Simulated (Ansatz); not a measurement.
`C=C(C)CC` + `F[SiH2]P` → `C[SiH](F)P` + `C=C(C)C`  (formal exchange of groups at a C–C bond)

Calculated with Ansatz (gas phase, PBE0-D4/def2-TZVP geometries, no zero-point term in ΔE). CBS: MP2 limit from def2 TZ/QZ plus the TZ coupled-cluster correction, frozen cores. This one scheme is used for every species. DFT in def2-TZVPP. Each species was taken in one conformer, which may not be the lowest.

`C=C(C)CC`:

Cartesian coordinates in Å:
```
C 0.821 1.556 -0.795
C 0.003 0.672 -0.233
C -1.390 0.455 -0.737
C 0.431 -0.156 0.944
C 0.469 -1.654 0.659
H 1.828 1.710 -0.422
H 0.513 2.156 -1.645
H -1.631 1.139 -1.551
H -1.527 -0.567 -1.101
H -2.120 0.602 0.066
H 1.418 0.178 1.275
H -0.260 0.029 1.777
H 1.144 -1.874 -0.171
H 0.818 -2.205 1.535
H -0.518 -2.043 0.400
```

`F[SiH2]P`:

Z-matrix (Å, degrees):
```
Si
P 1 2.244
F 1 1.602 2 108.5
H 1 1.484 2 108.5 3 -117.4
H 1 1.484 2 114.2 3 119.2
H 2 1.423 1 90.5 3 179.8
H 2 1.421 1 93.9 3 -86.8
```

`C[SiH](F)P`:

```xyz
10

C     1.253    0.485    0.036
Si   -0.083   -0.720   -0.421
F    -0.103   -0.855   -2.022
P    -2.161   -0.148    0.223
H     1.318    0.585    1.122
H     2.222    0.142   -0.336
H     1.050    1.472   -0.386
H     0.201   -2.070    0.135
H    -1.765   -0.137    1.589
H    -1.933    1.245    0.060
```

`C=C(C)C`:

```xyz
12

C    -1.403   -0.508   -0.400
C    -0.196   -0.071   -0.056
C     0.074    0.561    1.273
C     0.982   -0.179   -0.972
H    -1.585   -0.964   -1.367
H    -2.248   -0.423    0.274
H     0.842    0.004    1.820
H    -0.824    0.606    1.890
H     0.458    1.579    1.148
H     1.779   -0.773   -0.511
H     0.714   -0.642   -1.923
H     1.408    0.809   -1.176
```

Is it downhill or uphill in electronic energy at CCSD(T)/CBS, and by how much? (An estimate is asked.)

Computed: Downhill: ΔE = -54.3 kJ/mol.

What do these levels give: BLYP, r2SCANh, BHLYP, HF/def2-TZVPP, SCS-MP2/def2-TZVPP, CCSD/CBS(def2)? (Estimate.)

Ansatz gave: BLYP -57.0, r2SCANh -60.2, BHLYP -55.1, HF/def2-TZVPP -51.4, SCS-MP2/def2-TZVPP -50.9, CCSD/CBS(def2) -54.1 kJ/mol.

Largest T1 diagnostic among the species: 0.013.

At CCSD(T), def2-SVP lies +12.7 kJ/mol from the extrapolated value and def2-TZVPP +1.6 kJ/mol. Leaving LDA and LC-ωPBE aside and taking each functional with its dispersion term where it has one, the values, not all of them listed here, spread over 6.1 kJ/mol, from r2SCAN-D4 to ωB97X-V.
